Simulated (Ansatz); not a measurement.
`FBBCl` + `[SiH3][SeH]` → `[SiH3][Se]BCl` + `BF`  (cleavage of the B–B bond)

Program: Ansatz. Geometries: PBE0-D4/def2-TZVP. ΔE: electronic, gas phase. CCSD(T)/CBS adds triple-zeta CCSD(T) − MP2 to the extrapolated MP2 energy (def2 sets, frozen cores). This one scheme is used for every species. DFT in def2-TZVPP. B3LYP here is the variant with VWN-RPA as its local correlation; programs differ in this. For Se outer-core shells are correlated without core-valence functions, which leaves a few kJ/mol of doubt a bond. Scalar relativity is left out up to krypton. One conformer a species, not always the lowest.

```
             level  ΔE (kJ/mol)  difference from CCSD(T)/CBS
            PBE-D4        -99.3                          4.4
         r2SCAN-D4       -101.9                          1.8
          B3LYP-D4        -98.2                          5.5
              PBE0        -95.7                          8.0
             B3LYP        -91.6                         12.1
    MP2/def2-TZVPP       -116.4                        -12.7
   CCSD/def2-TZVPP        -99.0                          4.7
CCSD(T)/def2-TZVPP       -103.2                          0.5
    MP2/def2-QZVPP       -116.3                        -12.6
    CCSD/CBS(def2)        -99.4                          4.3
       CCSD(T)/CBS       -103.7                            0
```

Largest T1 diagnostic among the species: 0.014.

In def2-TZVPP, CCSD(T) changes the Hartree–Fock value by −14.8 kJ/mol (the triples alone add −4.3 kJ/mol) and MP2 by −27.9 kJ/mol. The D4 term adds −6.6 kJ/mol with B3LYP and −3.5 kJ/mol with PBE0; it sums over pairs of atoms, weighted by their polarisabilities, and B3LYP, whose exchange is more repulsive, gets the larger term.
